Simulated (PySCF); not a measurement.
# How methods differ on the ionisation energy of Ho

Ho [Xe] 4f11 6s2 (high-spin determinant) → Ho⁺ [Xe] 4f11 6s1 (high-spin determinant), as a difference of total energies. All numbers are calculated (PySCF 2.14, the spin-free X2C one-electron Hamiltonian (Gaussian nucleus), in cc-pwCVTZ-X2C with one added diffuse shell of g type (12s11p9d7f5g1h, 195 functions)). Correlated levels: valence: [Kr] 4d10 frozen; valence and next inner shell: [Ar] 3d10 frozen. The calculations carry no spin-orbit coupling.

```json
{"method": "UHF", "ionisation energy (eV)": "4.930"}
{"method": "LDA", "ionisation energy (eV)": "6.265"}
{"method": "PBE0", "ionisation energy (eV)": "5.903"}
{"method": "r2SCAN", "ionisation energy (eV)": "5.800"}
{"method": "SCS-MP2 (valence)", "ionisation energy (eV)": "5.997"}
{"method": "MP2 (valence and next inner shell)", "ionisation energy (eV)": "6.003"}
{"method": "SCS-MP2 (valence and next inner shell)", "ionisation energy (eV)": "6.007"}
```

Estimate what PBE gives.

6.052 eV, closest to SCS-MP2 (valence and next inner shell) among the rows shown.

Estimate what MP2 (valence) gives.

5.981 eV, closest to SCS-MP2 (valence) among the rows shown.

The determinant of Ho and of Ho⁺ mixes LS terms, which raises its energy above the lowest term, most at the Hartree-Fock and MP2 levels.

For comparison: 6.021 eV (measured; NIST Atomic Spectra Database, ionization energies).
